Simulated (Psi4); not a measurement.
CH₃Te, doublet, at a GFN2-xTB geometry (core potentials on Te). Base run: B3LYP/def2-SVP in Psi4.

The Psi4 input:
```
memory 2 GB

molecule {
0 2
C    -1.82151326   -0.03155700   -0.00175844
Te    0.33619276    0.00582441    0.00032455
H    -2.17033767   -0.80747138   -0.66869850
H    -2.18194684   -0.23023642    0.99781385
H    -2.20065958    0.92418062   -0.33544138
}

set {
  basis def2-svp
  reference uks
}

energy('b3lyp')
print_variables()
```

Each row names what was changed in the base input (with any setting that the change needs).

```
change                                    E (Eh)  dipole (D)  <S^2>  core-seconds (rough)
------------------------------------  ----------  ----------  -----  --------------------
base                                  -307.95897        1.12  0.752                    10
functional = scan                     -307.94060        1.20  0.753                    20
functional = m06                      -307.89694        0.95  0.752                    20
functional = wb97x-v                  -307.83744        1.12  0.752                    70
functional = m11                      -307.69800        1.31  0.752                    20
functional = hf (with energy('scf'))  -306.56664        1.24  0.760                     4
functional = bp86                     -307.99656        1.19  0.752                    20
functional = b3lyp5                   -307.83602        1.12  0.752                    10
functional = hse06                    -307.82967        1.17  0.753                    10
functional = m06-l                    -308.02685        1.02  0.752                    20
functional = mn15                     -307.16768        1.04  0.753                    20
functional = pbe0                     -307.82767        1.16  0.753                    10
functional = wb97m-v                  -307.80779        1.08  0.752                    70
```

Totals shift with the method and basis; they matter in differences.

Open shells are given as the SCF converged; they aren't shown to be the lowest states, and a large step between rows can be another state.
